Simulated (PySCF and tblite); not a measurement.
The numbers below are computed, except where a source is named.
2‐ethylphenol, C8H10O, numbered as in [CH3:1][CH2:2][c:3]1[cH:4][cH:5][cH:6][cH:7][c:8]1[OH:9].

Free energies: B3LYP-D3(BJ)/def2-SVP (IEF-PCM, dichloromethane) on GFN2-xTB structures plus GFN2-xTB thermal terms, symmetry and mirror images included. Conformers within 3 kcal/mol (GFN2-xTB free energy) were kept, 8 at most. Codes: tblite and PySCF.

Rotational constants are equilibrium values for the commonest isotopes; dipoles come from the energy level named and are polarised by its solvent model.

Torsions listed: C1–C2–C3–C4, C3–C8–O9–H9. Of a mirror pair one member is shown.

```csv
conformer,shape,symmetry
1,"-94°, 179°",C1 (pair)
2,"98°, 0°",C1 (pair)
3,"0°, 180°",Cs
4,"0°, 0°",Cs
```

Q: Give the rotational constants and dipole components.

A: 
```json
{"conformer": "1", "A (MHz)": "2653", "B (MHz)": "1464", "C (MHz)": "1024", "abs μa (D)": "0.77", "abs μb (D)": "1.27", "abs μc (D)": "0.26", "κ": "-0.46", "Ic−Ia−Ib (u Å²)": "-42.0"}
{"conformer": "2", "A (MHz)": "2674", "B (MHz)": "1451", "C (MHz)": "1019", "abs μa (D)": "1.95", "abs μb (D)": "1.01", "abs μc (D)": "0.34", "κ": "-0.48", "Ic−Ia−Ib (u Å²)": "-41.2"}
{"conformer": "3", "A (MHz)": "2521", "B (MHz)": "1484", "C (MHz)": "945", "abs μa (D)": "1.06", "abs μb (D)": "0.99", "abs μc (D)": "0.00", "κ": "-0.32", "Ic−Ia−Ib (u Å²)": "-6.2"}
{"conformer": "4", "A (MHz)": "2510", "B (MHz)": "1482", "C (MHz)": "943", "abs μa (D)": "2.37", "abs μb (D)": "0.08", "abs μc (D)": "0.00", "κ": "-0.31", "Ic−Ia−Ib (u Å²)": "-6.3"}
```

Q: Which type of transition is strongest for conformer 1?

A: b-type, since that component is clearly the largest; the top is asymmetric (κ = -0.46).
